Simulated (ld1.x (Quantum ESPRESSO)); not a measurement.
## Transferability test, TM potential for tungsten

ld1.x (Quantum ESPRESSO) 7.5 input, shortened:

```
&input
   title='W', zed=74., rel=1, dft='PZ', iswitch=3,
   config='[Xe] 4f14 5d4 6s1 6p1'
 /
 &inputp
   pseudotype=2, tm=.true., lloc=0,
   nlcc=.true., new_core_ps=.true., rcore=1.70
 /
3
6P  2  1   1.00   0.00  3.30  3.30  0.0
5D  3  2   4.00   0.00  1.85  1.85  0.0
6S  1  0   1.00   0.00  2.20  2.20  0.0
 &test
   configts(1)='5d4 6s1 6p1'
 /
```

Energies are relative to the spin-unpolarised reference configuration 5d4 6s1 6p1; without spin polarisation the order of configurations can differ from experiment. Spin-polarised rows fill each open shell by Hund’s rule, majority spin first. The frozen-core shift is the all-electron ΔE with the core orbitals held at their reference shape minus the fully relaxed ΔE.

Give the all-electron excitation energy and the error of the potential for: 5d4 6s2 6p0; 5d4 6s1 6p0; 5d4 6s0 6p0; 5d4 6s1.5 6p0; 5d5 6s1 6p0; 5d5 6s0 6p0; 5d4 6s0 6p1; 5d4 6s1 6p1 (spin-polarised); 5d4 6s2 6p0 (spin-polarised).

```json
{"valence configuration": "5d4 6s2 6p0", "charge": "0", "ΔE all-electron (eV)": "-4.574", "error AE − PS (meV)": "-1.3", "frozen-core shift (meV)": "-0.4"}
{"valence configuration": "5d4 6s1 6p0", "charge": "+1", "ΔE all-electron (eV)": "4.560", "error AE − PS (meV)": "-5.8", "frozen-core shift (meV)": "+2.1"}
{"valence configuration": "5d4 6s0 6p0", "charge": "+2", "ΔE all-electron (eV)": "20.586", "error AE − PS (meV)": "-26", "frozen-core shift (meV)": "+11"}
{"valence configuration": "5d4 6s1.5 6p0", "charge": "+0.5", "ΔE all-electron (eV)": "-0.830", "error AE − PS (meV)": "-2.7", "frozen-core shift (meV)": "+0.6"}
{"valence configuration": "5d5 6s1 6p0", "charge": "0", "ΔE all-electron (eV)": "-3.025", "error AE − PS (meV)": "-65", "frozen-core shift (meV)": "+28"}
{"valence configuration": "5d5 6s0 6p0", "charge": "+1", "ΔE all-electron (eV)": "5.411", "error AE − PS (meV)": "-109", "frozen-core shift (meV)": "+38"}
{"valence configuration": "5d4 6s0 6p1", "charge": "+1", "ΔE all-electron (eV)": "10.116", "error AE − PS (meV)": "-5.2", "frozen-core shift (meV)": "+4.1"}
{"valence configuration": "5d4 6s1 6p1 (spin-polarised)", "charge": "0", "ΔE all-electron (eV)": "-3.513", "error AE − PS (meV)": "+62", "frozen-core shift (meV)": "+38"}
{"valence configuration": "5d4 6s2 6p0 (spin-polarised)", "charge": "0", "ΔE all-electron (eV)": "-6.508", "error AE − PS (meV)": "+16", "frozen-core shift (meV)": "+26"}
```

Levels in the configuration 5d4 6s2 6p0 (spin-polarised):

```tsv
level	all-electron (eV)	pseudo (eV)
5d up	-5.378	-5.361
6s up	-6.376	-6.399
6s down	-5.133	-5.110
```

A variational frozen-core shift is positive and of second order in the change. This column holds negative values, so the frozen-core run of ld1.x carries numerical noise or an error of first order here, and the column gives no more than the rough size of the effect.
